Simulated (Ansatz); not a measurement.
Consider the formal loss of a carbene: `[OH][Al]([F])[CH2][SiH3]` → `[CH2]` (triplet) + `[OH][Al]([F])[SiH3]`.

Program: Ansatz. Geometries: PBE0-D4/def2-TZVP. ΔE: electronic, gas phase. CCSD(T)/CBS is the MP2 limit (def2-TZVPP, def2-QZVPP) plus CCSD(T) − MP2 in def2-TZVPP, frozen cores. This one scheme is used for every species. Functionals use def2-TZVPP. Triplets are unrestricted, without spin–orbit coupling. One conformer a species, not always the lowest.

`[OH][Al]([F])[CH2][SiH3]`:

Z-matrix (Å, degrees):
```
C
Si 1 1.869
Al 1 1.927 2 115.2
H 1 1.095 2 108.1 3 -121.9
H 1 1.095 2 108.3 3 121.3
H 2 1.489 1 110.3 3 -59.0
H 2 1.488 1 112.0 3 -179.6
H 2 1.489 1 110.2 3 60.0
F 3 1.651 1 120.5 2 -87.3
O 3 1.686 1 120.2 2 92.7
H 10 0.956 3 124.3 1 -179.0
```

`[CH2]` (triplet):

```xyz
3

C    -0.242   -0.034    0.128
H     0.598   -0.137    0.797
H    -0.356    0.171   -0.925
```

`[OH][Al]([F])[SiH3]`:

Z-matrix (Å, degrees):
```
Si
Al 1 2.432
H 1 1.488 2 110.4
H 1 1.487 2 111.4 3 -120.6
H 1 1.489 2 110.1 3 119.1
F 2 1.652 1 121.3 3 126.2
O 2 1.686 1 119.3 3 -54.0
H 7 0.956 2 125.3 1 -179.6
```

```tsv
level	ΔE (kcal/mol)
PBE-D4	113.8
ωB97X-V	116.8
B2PLYP	112.9
PBE	112.1
r2SCAN	109.4
MP2/def2-TZVPP	117.6
HF/CBS(def2)	79.9
CCSD/CBS(def2)	112.7
```

What does CCSD(T)/CBS give? (An estimate is asked.)

Ansatz gave: +115.3 kcal/mol. The listed levels differ from it by -1.5, 1.5, -2.4, -3.2, -5.9, 2.3, -35.4, -2.6 kcal/mol.

Largest T1 diagnostic among the species: 0.013.

The D4 term adds +2.7 kcal/mol with B3LYP and +1.4 kcal/mol with PBE0; it sums over pairs of atoms, weighted by their polarisabilities, and B3LYP, whose exchange is more repulsive, gets the larger term. From PBE to PBE0 (25 % exact exchange), in def2-TZVPP and without D4, ΔE moves by −0.8 kcal/mol. In def2-TZVPP, CCSD(T) changes the Hartree–Fock value by +32.6 kcal/mol (the triples alone add +2.7 kcal/mol) and MP2 by +37.9 kcal/mol.

B3LYP here is the variant with VWN-RPA as its local correlation; programs differ in this.
